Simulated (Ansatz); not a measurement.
Reaction (hydrogenolysis of the Si–F bond): `N[SiH](F)[SiH2]F` + H₂ → `N[SiH2][SiH2]F` + H–F

Gas-phase electronic energies from Ansatz, PBE0-D4/def2-TZVP geometries. CCSD(T)/CBS is the MP2 limit (def2-TZVPP, def2-QZVPP) plus CCSD(T) − MP2 in def2-TZVPP, frozen cores. This one scheme is used for every species. One conformer a species, not always the lowest.

`N[SiH](F)[SiH2]F`:

Cartesian coordinates in Å:
```
N 0.643 -1.587 -0.221
Si 0.712 0.066 -0.597
F 0.421 0.418 -2.140
Si -0.942 1.093 0.719
F -2.104 -0.002 0.949
H 1.384 -2.231 -0.445
H -0.233 -2.056 -0.061
H 2.095 0.541 -0.347
H -1.562 2.285 0.088
H -0.414 1.473 2.056
```

H₂:

Cartesian coordinates in Å:
```
H 0.246 0.260 0.104
H -0.246 -0.260 -0.104
```

`N[SiH2][SiH2]F`:

Z-matrix (Å, degrees):
```
Si
Si 1 2.346
N 1 1.722 2 107.7
H 1 1.489 2 109.2 3 117.5
H 1 1.496 2 108.9 3 -126.5
F 2 1.612 1 108.6 3 52.8
H 2 1.487 1 112.3 3 -65.6
H 2 1.488 1 112.1 3 171.6
H 3 1.008 1 119.2 2 -48.4
H 3 1.008 1 120.0 2 169.3
```

H–F:

```xyz
2

F    -0.412   -0.024   -0.202
H     0.412    0.024    0.202
```

```tsv
species	SCS-MP2/def2-QZVPP energy (Eh)
`N[SiH](F)[SiH2]F`	-835.47649
H₂	-1.17321
`N[SiH2][SiH2]F`	-736.23565
H–F	-100.36288
```

Task: Work out ΔE.

Result: ΔE = (-736.23565) + (-100.36288) − (-835.47649) − (-1.17321) = 0.05117 Eh = +1.39 eV. CCSD(T)/CBS gives +1.35 eV.

Largest T1 diagnostic among the species: 0.012.
